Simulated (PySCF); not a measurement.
## UHF on C (carbon, neutral)

Configuration: [He] 2s2 2p2, high-spin 3P determinant. Computed with PySCF 2.14 in pcseg-2 (4s3p2d1f, 30 functions), with the non-relativistic Hamiltonian (point nucleus).

```
Total energy                                                  : -37.689074 hartree
One-electron energy                                           : -50.4554 hartree
Hartree (Coulomb) energy                                      : 17.8375 hartree
Exchange energy                                               : -5.0712 hartree
Kinetic energy                                                : 37.76921 hartree
⟨S²⟩                                                          : 2.0090
⟨L²⟩                                                          : 2.014
Sum of ⟨r⟩                                                    : 7.142 bohr
Sum of ⟨r²⟩                                                   : 13.80 bohr²
Traceless quadrupole moment −½Σ⟨3z² − r²⟩ along its main axis : 1.49 e·bohr²
Density at the nucleus (Gaussians lack the cusp)              : 124 bohr⁻³
Spin density at the nucleus                                   : 0.220 bohr⁻³
Langevin diamagnetic susceptibility                           : -10.9 ×10⁻⁶ cm³/mol
Time after the integrals                                      : 0.2 s of wall time on 1 thread of Intel(R) Xeon(R) Platinum 8375C CPU @ 2.90GHz (shared host)
```

```tsv
shell	electrons	mean orbital energy (hartree)	rms radius, mean of both spins (bohr)
1s α	1	-11.34181	0.313
1s β	1	-11.29344	0.313
2s α	1	-0.82809	1.76
2s β	1	-0.58343	1.76
2p α	2	-0.43801	1.93
```
